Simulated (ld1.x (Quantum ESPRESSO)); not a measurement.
Pseudopotential generation for gold (Au): TM, PW91, fully relativistic.

| Item | Value |
| --- | --- |
| Element | Au |
| Generator | ld1.x (Quantum ESPRESSO) 7.5 |
| Type | norm-conserving Troullier–Martins (Kleinman–Bylander form) |
| Functional | PW91 |
| Relativity | fully relativistic |
| Frozen core | [Xe] 4f14 |
| Valence charge | 11 |
| Reference configuration | 5d10 6s0 6p0 (charge +1) |
| Partial waves | 6p (bound, empty): rc 3.25 bohr; 5d (bound): rc 1.60 bohr; 5f channel at 0.2 Ry: rc 2.80 bohr; 6s (bound, empty): rc 2.35 bohr |
| Local potential | the s channel |
| Core correction | none |

Open shells are filled in proportion to 2j + 1 (rel_dist='average').

All-electron outer shells of the reference configuration (PW91, scalar-relativistic, ld1.x):

```tsv
shell	level (eV)	outermost node (bohr)	outermost maximum (bohr)
5p	-68.44	0.52	0.96
5d	-15.40	0.56	1.21
6s	-13.31	1.11	2.24
6p	-6.83	1.31	3.06
```

Question: Estimate the cutoffs (Ry, on a coarse ladder) from which the occupation-weighted sum of valence levels, in a spherical-Bessel basis at the reference potential, stays within 10 and 1 mRy of its value at 400 Ry.

Answer: 45 Ry and 70 Ry.

Question: Does the potential have ghost states?

Answer: No extra level below or beside the all-electron valence levels (p1/2, p3/2, d3/2, d5/2, f5/2, f7/2, s tested).

Question: Tests: 5d10 6s1 6p0; 5d9 6s0 6p0; 5d8 6s0 6p0; 5d7 6s0 6p0; 5d9 6s1 6p1; 5d9 6s2 6p0; 5d9 6s1 6p0. Which has the largest error in its energy relative to the reference configuration, and how large is it?

Answer: 5d7 6s0 6p0, with -768 meV (all-electron minus pseudo) on +103.04 eV.
